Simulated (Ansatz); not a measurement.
Saddle point of AlN2H5O, closed shell (AlN₂H₅O ([NH2][Al]([NH2])[OH]) → AlNH₂O ([NH][Al][OH]) + NH₃ (still joined by a long Al–N bond); bonds formed: N2–H4; bonds broken: N3–H4; bonds weakened to dative contacts: Al1–N2), PBE0-D4/def2-TZVP structure:

```
9
angstrom
Al -0.4068 0.0523 -0.5043
N 1.0705 0.3355 0.7029
N -0.8676 -1.1643 0.5885
H 0.3832 -0.5487 1.1222
O -0.5171 1.0258 -1.8851
H 2.0116 0.0568 0.4603
H 1.1159 1.1509 1.2989
H -1.5715 -1.8628 0.7458
H -1.2185 0.9545 -2.5293
```

Energies are electronic, without zero-point energy. Barriers and step energies count from the start structure reached by relaxing down the imaginary mode; all methods use the PBE0-D4 structures, on which another method's saddle can fall below an end. Ansatz 0.2.0; basis: def2-TZVPP, with def2-QZVPP for the basis limit; cores frozen in the correlated methods. B3LYP uses VWN-RPA correlation. Extrapolation: Hartree–Fock as exp(−7.88 √X), correlation as X^−2.97.

```tsv
method	barrier (eV)	step energy (eV)
SPW92	2.021	2.043
PBE-D4	2.208	2.057
BLYP-D4	2.338	2.094
r2SCAN-D4	2.412	2.223
B97M-V	2.566	2.255
PBE0-D4	2.442	2.265
B3LYP-D4	2.519	2.267
r2SCAN0-D4	?	2.360
BHLYP-D4	2.778	2.478
CAM-B3LYP-D4	2.599	2.374
wB97X-V	?	2.377
wB97M-V	2.562	2.312
B2PLYP	2.518	2.242
PBE-QIDH	2.549	2.328
RPA on PBE	2.504	2.176
HF	3.199	2.721
MP2	?	2.220
CCSD	2.681	2.360
CCSD(T)	2.552	2.254
```

Task: Fill in the withheld barriers. (Judge from chemistry; the value comes from the calculation.)

Result: Computed: MP2 2.479; r2SCAN0-D4 2.563; wB97X-V 2.613 eV. Each is the energy of the saddle less that of the start structure, by the same method.

For comparison, the barrier by CCSD(T) at an estimated basis limit (MP2 extrapolated from triple and quadruple zeta, plus CCSD(T) − MP2 in triple zeta) is 2.562 eV.

T1 diagnostic: at most 0.018.

Labels in which every atom is bracketed show which atoms are joined, not bond orders.

For scale, one of the runs: CCSD(T)/def2-TZVPP, 205 basis functions, launched by `ansatz run in.yaml --threads 4 --pin off --events-out ev --progress --plain --max-ram 9574MiB`. Hardware: 4 CPU threads of an AMD EPYC 9R45, shared host. Wall time 17 s; peak host memory 2.7 GiB.
